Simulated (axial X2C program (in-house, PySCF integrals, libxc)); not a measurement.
# Density and ELF of AgGe

Calculated with an in-house relativistic program for diatomic molecules. Two-component (2c) means X2C with spin–orbit coupling and atomic mean-field two-electron Coulomb and Gaunt terms. Basis: Ag dyall-cv3z [12s12p8d5f3g], Ge dyall-cv3z [9s9p7d4f1g] (cores contracted in-house); Gaussian nuclei, density fitting, unrestricted open shells. Masses: Ag 106.905 u, Ge 73.921 u.

PBE0, two-component, state Ω = 1/2 (⟨Sz⟩ = -0.50, ⟨Lz⟩ = 1.00 at PBE0); Ag at z = 0, Ge at z = 2.468 Å.

The maps cover the half plane through the axis: z from -2.4 to 4.8 Å along the bond, ρ from 0.15 to 2.25 Å away from it.

log10 of the density in e/bohr³:

```
 ρ\z  -2.4  -1.8  -1.2  -0.6   0.0   0.6   1.2   1.8   2.4   3.0   3.6   4.2   4.8
0.15  -3.5  -2.6  -1.6  -0.1   1.8  -0.1  -1.2  -0.7   1.3  -0.2  -1.4  -2.1  -2.9
0.45  -3.5  -2.7  -1.7  -0.4   0.3  -0.4  -1.3  -1.0   0.2  -0.7  -1.5  -2.2  -3.0
0.75  -3.6  -2.8  -1.9  -1.0  -0.4  -0.9  -1.5  -1.3  -0.9  -1.1  -1.7  -2.4  -3.1
1.05  -3.7  -3.0  -2.2  -1.5  -1.1  -1.4  -1.7  -1.6  -1.4  -1.5  -1.9  -2.5  -3.2
1.35  -3.8  -3.2  -2.5  -1.9  -1.7  -1.8  -2.0  -1.9  -1.8  -1.9  -2.2  -2.8  -3.4
1.65  -4.0  -3.4  -2.8  -2.4  -2.2  -2.2  -2.3  -2.3  -2.2  -2.3  -2.6  -3.0  -3.6
1.95  -4.2  -3.6  -3.1  -2.7  -2.6  -2.6  -2.7  -2.6  -2.6  -2.6  -2.9  -3.3  -3.9
2.25  -4.4  -3.9  -3.4  -3.1  -2.9  -2.9  -3.0  -3.0  -3.0  -3.0  -3.3  -3.6  -4.1
```

Electron localisation function (collinear form, no current term, damped to 0 at low density):

```
 ρ\z  -2.4  -1.8  -1.2  -0.6   0.0   0.6   1.2   1.8   2.4   3.0   3.6   4.2   4.8
0.15  0.02  0.04  0.14  0.71  0.71  0.69  0.36  0.18  0.23  0.37  0.78  0.85  0.45
0.45  0.01  0.04  0.13  0.57  0.69  0.53  0.39  0.18  0.62  0.20  0.82  0.83  0.40
0.75  0.01  0.04  0.11  0.34  0.57  0.32  0.41  0.35  0.18  0.35  0.86  0.78  0.31
1.05  0.01  0.05  0.11  0.22  0.30  0.25  0.42  0.49  0.42  0.67  0.84  0.68  0.20
1.35  0.01  0.05  0.11  0.18  0.23  0.26  0.38  0.44  0.58  0.75  0.76  0.53  0.09
1.65  0.00  0.04  0.10  0.17  0.22  0.27  0.30  0.30  0.48  0.64  0.60  0.31  0.03
1.95  0.00  0.02  0.08  0.15  0.21  0.24  0.21  0.18  0.30  0.43  0.37  0.12  0.01
2.25  0.00  0.00  0.04  0.11  0.17  0.17  0.11  0.09  0.14  0.22  0.15  0.03  0.00
```

Axial spin density in 10⁻³ e/bohr³:

```
 ρ\z  -2.4  -1.8  -1.2  -0.6  0.0   0.6   1.2   1.8    2.4   3.0   3.6   4.2   4.8
0.15   0.1   0.2   0.7  -0.4  1.4  -0.3  -0.1  -1.2  -10.9  -0.4   0.1   0.0   0.0
0.45   0.1   0.2   0.5  -0.7  0.1   0.3  -0.9  -5.0    0.8  -4.6  -1.1  -0.1   0.0
0.75   0.0   0.1   0.3  -0.1  0.1   0.5  -1.6  -7.8  -12.7  -8.7  -2.0  -0.3   0.0
1.05   0.0   0.1   0.2   0.2  0.3   0.1  -1.8  -6.8  -11.8  -7.6  -2.0  -0.4  -0.1
1.35   0.0   0.1   0.1   0.2  0.1  -0.2  -1.5  -4.4   -7.0  -4.8  -1.5  -0.3  -0.1
1.65   0.0   0.0   0.1   0.1  0.1  -0.2  -1.0  -2.4   -3.5  -2.6  -1.0  -0.2  -0.1
1.95   0.0   0.0   0.0   0.1  0.0  -0.2  -0.6  -1.2   -1.7  -1.3  -0.6  -0.2   0.0
2.25   0.0   0.0   0.0   0.0  0.0  -0.1  -0.3  -0.6   -0.8  -0.6  -0.3  -0.1   0.0
```

The state is a single determinant with fixed occupations, the lowest that a limited PBE0 search found. Density functionals use the spin component along the axis (collinear). The functionals have no current-density term, which raises determinants with orbital currents, atoms included.
